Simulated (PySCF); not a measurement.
HO₃S, SMILES O=[S](=O)O (connectivity only; charge and spin as stated), charge -1, multiplicity 1. Atoms are numbered in the order given.

```xyz
5

O     -0.3014     1.3859     0.1364
S     -0.2235    -0.0418    -0.3664
O     -0.9358    -0.9959     0.5495
O      1.4750    -0.3536    -0.0252
H      1.6739     0.3769     0.5777
```
Charge -1, spin multiplicity 1.

Geometry optimised at PBE0-D3(BJ)/def2-SVPD. The multiplicity is an assumed one; other spin states were not compared. The isomer is the one that the SMILES or the coordinates give; other isomers of the formula were not compared. The values are those of a single conformer.

Two levels are set side by side: PBE/pcSseg-2 (PySCF) and B3LYP/pcSseg-2 (PySCF). GIAO shifts against H2O (¹⁷O), H2S (³³S), TMS (¹H) at the same level; non-relativistic, no solvent, atoms listed together averaged. Differences are taken from unrounded values.

```
quantity              PBE
------------------  -----
δ(³³S) of S2 (ppm)  763.0
δ(¹⁷O) of O4 (ppm)  286.3
δ(¹H) of H5 (ppm)    1.61
```

**Question.** These are the PBE values. What does B3LYP give? (Estimate from the structure and the level; the computed values follow.)

**Answer.** 
| quantity | B3LYP | PBE minus B3LYP |
|---|---|---|
| δ(³³S) of S2 (ppm) | 775.5 | -12.5 |
| δ(¹⁷O) of O4 (ppm) | 278.3 | 8.0 |
| δ(¹H) of H5 (ppm) | 1.74 | -0.13 |

Rough cost on one machine, each run with all the roots and properties that it gave: B3LYP against PBE within a factor of 2.
